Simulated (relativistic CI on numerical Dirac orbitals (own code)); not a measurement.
**Radial parameters of Sb⁶⁺**

Computed by Dirac-Coulomb-Breit CI, orbitals from a KLI potential per configuration, QED by a radiative potential, unscaled Slater integrals (own radial code, finite nucleus).

Slater integrals F^k, G^k are unscaled and averaged over j, outside the closed core [Ar] 3d10; ζ comes from projecting the Hamiltonian with its Breit term on Σ l·s of the shell.

- 4s²4p⁶4d⁹: ζ(4d) = 4070.8 cm⁻¹; <r>(4d) = 0.9753, <r^2>(4d) = 1.103 (bohr units).
- 4s²4p⁶4d⁸5s: F^2(4d,4d) = 105200, F^4(4d,4d) = 70086, ζ(4d) = 4240, G^2(4d,5s) = 18126 cm⁻¹; <r>(4d) = 0.961, <r^2>(4d) = 1.07, <r>(5s) = 1.78, <r^2>(5s) = 3.531 (bohr units).
- 4s²4p⁶4d⁸4f: F^2(4d,4d) = 104660, F^4(4d,4d) = 69688, ζ(4d) = 4201.6, F^2(4d,4f) = 68968, F^4(4d,4f) = 42615, G^1(4d,4f) = 80551, G^3(4d,4f) = 48858, G^5(4d,4f) = 34090, ζ(4f) = -21.667 cm⁻¹; <r>(4d) = 0.9656, <r^2>(4d) = 1.081, <r>(4f) = 1.56, <r^2>(4f) = 2.961 (bohr units).

**Question.** Give the Racah parameters of the d shell in 4s²4p⁶4d⁸5s.

**Answer.** B = F²/49 − 5F⁴/441 = 1352 cm⁻¹ and C = 35F⁴/441 = 5562 cm⁻¹.

In this model ζ of a weakly bound d, f or g electron outside closed shells comes out too small, for d by up to a factor of two or three and at times with the wrong sign; that of an outer p electron is too small as well.

Averages of the first 10 configurations, taken without configuration mixing, which lowers the lowest level and can move excited configurations by several eV; other configurations of the list can lie among them:

```
Configuration  Parity  States  Average energy above the lowest level (eV)
    4s²4p⁶4d⁹    even      10                                         1.3
  4s²4p⁶4d⁸5s    even      90                                        38.4
  4s²4p⁶4d⁸4f     odd     630                                        69.0
   4s²4p⁵4d¹⁰     odd       6                                        80.3
  4s²4p⁶4d⁸5p     odd     270                                        51.4
  4s²4p⁶4d⁸5d    even     450                                        69.7
  4s²4p⁶4d⁸6s    even      90                                        76.6
    4s4p⁶4d¹⁰    even       2                                       132.4
  4s²4p⁶4d⁸6p     odd     270                                        81.9
  4s²4p⁶4d⁸5f     odd     630                                        88.4
```
